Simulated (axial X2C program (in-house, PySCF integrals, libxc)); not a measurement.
**Estimating the spin–orbit splitting of the π levels of HI**

Computed with an in-house all-electron X2C program for linear molecules (integrals from PySCF). Spin-free means the one-electron spin-free X2C Hamiltonian; two-component (2c) means X2C with spin–orbit coupling and atomic mean-field two-electron Coulomb and Gaunt terms, so the difference of the two also holds small scalar two-electron terms. Basis: I dyall-cv3z [11s12p8d4f1g], H dyall-v3z [6s2p1d] (cores contracted in-house); Gaussian nuclei, density fitting, unrestricted open shells. Masses: I 126.904 u, H 1.008 u.

Hartree–Fock at 1.616 Å, closed shell. Valence p splittings ε(p3/2) − ε(p1/2) of spherical Dirac–Hartree–Fock atoms with fractionally filled p shells: I 5p 1.126 eV.

```csv
"filled π level (eV), spin-free",I p share,H p share
-10.53,0.97,0.03
```

In first order a p shell splits by 3ζ/2 and a π orbital by ζ. Estimate the splitting of each π level from the shares.

level -10.53 eV: (2/3) × (0.97 × 1.126) = 0.73 eV.

The two-component Hartree–Fock calculation gives:

```
ε(ω = 1/2) (eV)  σ share of it  ε(ω = 3/2) (eV)  splitting (eV)  estimate (eV)
        -10.884           0.02          -10.158            0.73           0.73
```

The estimate leaves out the mixing of π1/2 with σ1/2 levels, which pushes the ω = 1/2 spinor up or down, the d and f parts of the orbital, small shares of the strongly split outer-core p shell of a metal, the Gaunt term (absent from the atomic values), and the change of the atomic p orbitals with charge; Löwdin shares depend on the basis.
